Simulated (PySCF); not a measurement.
Compound: C₂H₅GeNO₂.
Bonds: C1–N2 (double), N2–Ge3, Ge3–C4, C4–O5 (double), C4–O6. Hydrogens: H7, H8 on C1; H9, H10 on Ge3; H11 on O6.

Method: PBE0-D3(BJ)/def2-SVP geometry optimisation, gas phase (PySCF); density fitting, grid level 1; the optimiser is geomeTRIC in internal coordinates, started from a GFN2-xTB structure with every atom displaced at random (about 0.01 Å).

Step 2: E = -64228.6552 eV
```
atom  x, y, z in Å  |  force x, y, z in eV/Å
C1      1.9362   -0.5511    0.5533   -0.329  -0.044  -0.047
N2      1.7000    0.1514   -0.4669    0.223   0.029  -0.092
Ge3     0.0377    0.8151   -0.9406    0.070   0.020  -0.026
C4     -1.3707    0.1387    0.3075    0.103  -0.017  -0.090
O5     -1.5287    0.5476    1.4259   -0.030  -0.024   0.054
O6     -2.0708   -0.8792   -0.2113   -0.034   0.031   0.031
H7      1.1607   -0.8624    1.2854    0.099  -0.041   0.114
H8      2.9617   -0.9144    0.7534   -0.001   0.050   0.020
H9     -0.2244    0.3603   -2.3812   -0.014   0.014   0.003
H10     0.1364    2.3393   -0.8133   -0.066   0.001   0.004
H11    -2.6999   -1.1712    0.4722   -0.022  -0.020   0.029
```

Step 3: E = -64228.6587 eV
```
atom  x, y, z in Å  |  force x, y, z in eV/Å
C1      1.8803   -0.5512    0.5521    0.281  -0.124   0.140
N2      1.7097    0.1509   -0.4828   -0.041  -0.068   0.088
Ge3     0.0557    0.8216   -0.9695   -0.260   0.102  -0.084
C4     -1.3369    0.1297    0.2962    0.216  -0.057  -0.067
O5     -1.4534    0.5161    1.4290   -0.024   0.019  -0.009
O6     -2.0531   -0.8852   -0.2045   -0.061   0.085   0.028
H7      1.1119   -0.8631    1.2953   -0.100   0.127  -0.158
H8      2.8994   -0.9143    0.7935   -0.027   0.020  -0.031
H9     -0.2313    0.3887   -2.4200    0.054   0.035   0.121
H10     0.1106    2.3492   -0.8119    0.007  -0.063  -0.031
H11    -2.6548   -1.1682    0.5070   -0.046  -0.077   0.003
```

Step 4: E = -64228.6663 eV
```
atom  x, y, z in Å  |  force x, y, z in eV/Å
C1      1.8832   -0.5522    0.5490   -0.019   0.048   0.156
N2      1.7135    0.1449   -0.4892    0.065  -0.033  -0.041
Ge3     0.0557    0.8202   -0.9702   -0.112   0.027  -0.017
C4     -1.3233    0.1189    0.2999    0.013  -0.043  -0.034
O5     -1.4334    0.5004    1.4350    0.037   0.009   0.018
O6     -2.0614   -0.8785   -0.2054   -0.021   0.026   0.004
H7      1.0886   -0.8241    1.2783    0.024  -0.021  -0.030
H8      2.8951   -0.9197    0.8085   -0.023  -0.003  -0.060
H9     -0.2324    0.3934   -2.4164    0.029   0.007   0.037
H10     0.1123    2.3445   -0.8103    0.001  -0.015  -0.015
H11    -2.6598   -1.1736    0.5053    0.006  -0.003  -0.016
```

Task: Estimate the geometry and energy of step 5. (The exact step hangs on the optimiser's Hessian estimate; all steps are aligned on step 4, rigid shifts and turns removed.)

Result: E = -64228.6685 eV, largest force 0.075 eV/Å
```
atom  x, y, z in Å  |  force x, y, z in eV/Å
C1      1.8881   -0.5397    0.5595   -0.051  -0.048  -0.026
N2      1.7131    0.1439   -0.4874    0.013   0.006  -0.025
Ge3     0.0512    0.8176   -0.9701    0.013  -0.007   0.037
C4     -1.3205    0.1096    0.2985   -0.032   0.016  -0.044
O5     -1.4132    0.4858    1.4371    0.016  -0.050   0.026
O6     -2.0787   -0.8697   -0.2127   -0.002   0.023   0.030
H7      1.0968   -0.8084    1.2914    0.016   0.010   0.026
H8      2.8968   -0.9266    0.7971    0.016   0.033   0.017
H9     -0.2295    0.3919   -2.4138    0.014  -0.017  -0.030
H10     0.1097    2.3400   -0.8122   -0.015   0.019  -0.005
H11    -2.6756   -1.1702    0.4970    0.012   0.015  -0.006
```

The energy changes by -0.0022 eV. The first-order estimate −F·Δx gives -0.0046 eV and the mean of the old and new forces, exact on a quadratic surface, -0.0022 eV. The step makes an angle of 68° with the force vector and moves no atom by more than 0.025 Å.

What follows is the cost of the whole optimisation. On Arm Neoverse V2, one thread, shared host with 48 logical CPUs at a one-minute load of 46, this took 2.3 min wall and 0.53 GiB of memory at its peak.
